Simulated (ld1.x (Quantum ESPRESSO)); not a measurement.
# Configuration tests for Mo (Z = 42) (PAW)

Mo, PAW, made with ld1.x (Quantum ESPRESSO) 7.5 (PBE, fully relativistic). Core [Ar] 3d10, reference 4s2 4p6 4d5 5s0 5p1. Waves: 4s (bound): rcut 1.45, rcutus 1.50 bohr; 5s (bound, empty): rcut 1.45, rcutus 1.50 bohr; 4p (bound): rcut 1.70, rcutus 2.15 bohr; 5p (bound): rcut 1.70, rcutus 2.15 bohr; 4d (bound): rcut 1.30, rcutus 1.65 bohr; 4d channel at 1.15 Ry: rcut 1.30, rcutus 1.65 bohr. Local part: all-electron potential smoothed inside 1.70 bohr (lloc = -1). Core correction: Bessel-smoothed model core, default radius (core density twice the valence density). Augmentation charge: PSQ, inside the norm-conserving radii.

Open shells are filled in proportion to 2j + 1 (rel_dist='average').

Energies are relative to the spin-unpolarised reference configuration 4s2 4p6 4d5 5s0 5p1; without spin polarisation the order of configurations can differ from experiment. Not all tests gave a result: test run stopped at test 4 of 7 (negative rho). The frozen-core shift is the all-electron ΔE with the core orbitals held at their reference shape minus the fully relaxed ΔE.

| valence configuration | charge | ΔE all-electron (eV) | error AE − PS (meV) | frozen-core shift (meV) |
| --- | --- | --- | --- | --- |
| 4s2 4p6 4d5 5s1 5p0 | 0 | -3.138 | +2.3 | 0.0 |
| 4s2 4p6 4d5 5s0 5p0 | +1 | 3.753 | +0.5 | 0.0 |
| 4s2 4p6 4d4 5s0 5p0 | +2 | 19.213 | +23 | +0.1 |

Levels in the configuration 4s2 4p6 4d5 5s1 5p0:

```json
{"level": "4s j=1/2", "all-electron (eV)": "-64.315", "pseudo (eV)": "-64.276"}
{"level": "4p j=1/2", "all-electron (eV)": "-40.167", "pseudo (eV)": "-40.137"}
{"level": "4p j=3/2", "all-electron (eV)": "-37.685", "pseudo (eV)": "-37.656"}
{"level": "4d j=3/2", "all-electron (eV)": "-3.877", "pseudo (eV)": "-3.871"}
{"level": "4d j=5/2", "all-electron (eV)": "-3.673", "pseudo (eV)": "-3.667"}
{"level": "5s j=1/2", "all-electron (eV)": "-4.086", "pseudo (eV)": "-4.091"}
```

The ghost test of this file was not conclusive.
